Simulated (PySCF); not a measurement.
Gas-phase thermal properties of NaI

Energies from PySCF (xtb for GFN2), thermal terms from the rigid-rotor harmonic-oscillator model, ideal gas at 1 bar. Table values come from the NASA 1993 polynomials. All species are closed-shell singlets. I: scalar-relativistic def2 core potential, no spin-orbit coupling. The harmonic model lacks anharmonicity and excited electronic states, which grow with temperature; levels with a mode under 35 cm⁻¹ are left out. The table's entry may be an old estimate for NaI (not checked at source).

```
level           point group  σ  ZPE (kJ/mol)  S°298 (J/mol/K)  Cp298 (J/mol/K)  S°1000 (J/mol/K)  H1000 − H298 (kJ/mol)
--------------  -----------  -  ------------  ---------------  ---------------  ----------------  ---------------------
table                     -  -             -            249.0             36.7             294.4                   26.4
GFN2-xTB                C∞v  1           1.5            249.6             36.5             294.4                   26.1
PBE/def2-SVP            C∞v  1           1.5            249.2             36.5             294.0                   26.1
PBE0/def2-TZVP          C∞v  1           1.5            248.9             36.4             293.7                   26.0
```
σ: rotational symmetry number. Electronic degeneracy used: 1. Frequencies are unscaled.
